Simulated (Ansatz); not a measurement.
CH4BBrO, relaxed with RKS PBE-D4/def2-SVP in Ansatz from a rough embedded geometry. The force threshold is 0.03 eV/Å; the program also tests the step.

Charge 0, multiplicity 1. The bonds changed during the relaxation, so this is another structure than the one it started from.

Start:

```xyz
8

B     1.073   -0.370    0.276
C    -0.418   -0.075   -0.004
O    -0.471    0.818   -1.042
Br   -1.215    0.749    1.507
H     1.840    0.479    0.645
H     1.511   -1.520    0.263
H    -0.927   -1.007   -0.295
H    -1.392    0.926   -1.350
```

How much energy does the relaxation release, and in how many steps? (Best estimate.)

The calculation gave: 97.76 kJ/mol, in 11 steps, 2 of them rejected.

Which bonds change most? (Estimate.)

Computed: B1–Br4 from 2.829 to 2.170 Å; C2–Br4 from 1.896 to 2.333 Å; C2–O3 from 1.370 to 1.323 Å; B1–C2 from 1.545 to 1.563 Å.

Give the relaxed structure. (Best estimate.)

The calculation gave: 
```xyz
8

B     0.944   -0.292    0.492
C    -0.332   -0.120   -0.394
O    -0.511    0.939   -1.167
Br   -0.621    0.269    1.888
H     1.769    0.598    0.444
H     1.271   -1.432    0.762
H    -1.107   -0.910   -0.479
H    -1.414    0.950   -1.546
```
